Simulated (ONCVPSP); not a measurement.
# Which change was made? (Ta, ONCV)

- Element: tantalum (Ta)
- Generator: ONCVPSP 4.0.1
- Type: optimised norm-conserving Vanderbilt (ONCV)
- Functional: PBE
- Relativity: scalar-relativistic
- Frozen core: [Kr] 4d10 4f14
- Valence charge: 13
- Reference configuration: 5s2 5p6 5d4 6s1
- Partial waves: 5s+6s: rc 2.05 bohr, ncon 4, nbas 8, qcut 7.1 1/bohr, 2 projectors; 5p: rc 2.10 bohr, ncon 3, nbas 6, qcut 7.9 1/bohr, 1 projector; 5d: rc 2.30 bohr, ncon 3, nbas 8, qcut 6.8 1/bohr, 3 projectors, debl 1.1 Ha
- Local potential: polynomial inside 1.75 bohr (lpopt 5, dvloc0 6 Ha)
- Core correction: Teter function, fcfact 4.5, rcfact 1.75

Cutoffs, loose and tight: the cutoffs (Ha) at which the residual kinetic energy of the hardest occupied pseudo-wave falls to 1 and 0.1 mHa per electron. They do not see the model core or the augmentation charge, which bear on the density cutoff. Test errors are all-electron minus pseudo excitation energies from the reference, over the configurations 5s2 5p6 5d3 6s2; 5s2 5p6 5d3 6s1; 5s2 5p6 5d3 6s0; 5s2 5p6 5d2 6s2 6p1; variants that change the core or the reference have their own tests. The largest error is taken over the tests solved by every variant that gives reliable tests at all, those not shown here included: 5s2 5p6 5d3 6s0; 5s2 5p6 5d3 6s1; 5s2 5p6 5d3 6s2.

The base gives: outcome: generated; cutoff, loose: 14 Ha; cutoff, tight: 18 Ha; bound ghosts: none; GHOST(+) flags above zero: s; largest test error (meV): -43.

(1) After one change the result is: outcome: generated; cutoff, loose: 14 Ha; cutoff, tight: 18 Ha; bound ghosts: none; GHOST(+) flags above zero: none; largest test error (meV): -43. Which change was it?
A. local potential polynomial inside 1.75 bohr (lpopt 5, dvloc0 4.5 Ha)
B. local potential polynomial inside 1.75 bohr (lpopt 5, dvloc0 -2.5 Ha)
C. local potential polynomial inside 1.75 bohr (lpopt 5, dvloc0 -1 Ha)
D. local potential polynomial inside 1.75 bohr (lpopt 5, dvloc0 9.5 Ha)

Answers

(1) A. The others give: local potential polynomial inside 1.75 bohr (lpopt 5, dvloc0 -2.5 Ha) → outcome: generated; cutoff, loose: 14 Ha; cutoff, tight: 18 Ha; bound ghosts: none; GHOST(+) flags above zero: s; largest test error (meV): -42 | local potential polynomial inside 1.75 bohr (lpopt 5, dvloc0 9.5 Ha) → outcome: generated; cutoff, loose: 14 Ha; cutoff, tight: 18 Ha; bound ghosts: none; GHOST(+) flags above zero: none; largest test error (meV): -44 | local potential polynomial inside 1.75 bohr (lpopt 5, dvloc0 -1 Ha) → outcome: generated; cutoff, loose: 14 Ha; cutoff, tight: 18 Ha; bound ghosts: none; GHOST(+) flags above zero: none; largest test error (meV): -43.
